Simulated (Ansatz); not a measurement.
Consider the ligand exchange at the Si–O bond: `CO[Si](N)(O)F` + HCl → `CO[Si](N)(F)Cl` + H₂O.

Isolated molecules relaxed with PBE0-D4/def2-TZVP in Ansatz; ΔE leaves out vibrations. CBS: MP2 limit from def2 TZ/QZ plus the TZ coupled-cluster correction, frozen cores. This one scheme is used for every species. DFT in def2-TZVPP. One conformer a species, not always the lowest.

```
       level  ΔE (kcal/mol)
CAM-B3LYP-D4            3.6
     ωB97X-V            2.3
```

(1) What does CCSD(T)/CBS give? (An estimate is asked.)

Largest T1 diagnostic among the species: 0.011.

## Answers

(1) Ansatz gave: +2.1 kcal/mol. The listed levels differ from it by 1.5, 0.2 kcal/mol.

From BLYP to BHLYP (50 % exact exchange), in def2-TZVPP and without D4, ΔE moves by +0.8 kcal/mol. The D4 term adds −0.9 kcal/mol with B3LYP and −0.5 kcal/mol with PBE0; it sums over pairs of atoms, weighted by their polarisabilities, and B3LYP, whose exchange is more repulsive, gets the larger term.

CCSD(T)/CBS has its own doubt, a few kJ/mol and more with outer-core shells, so smaller differences from it don't rank the levels.

B3LYP here is the variant with VWN-RPA as its local correlation; programs differ in this.
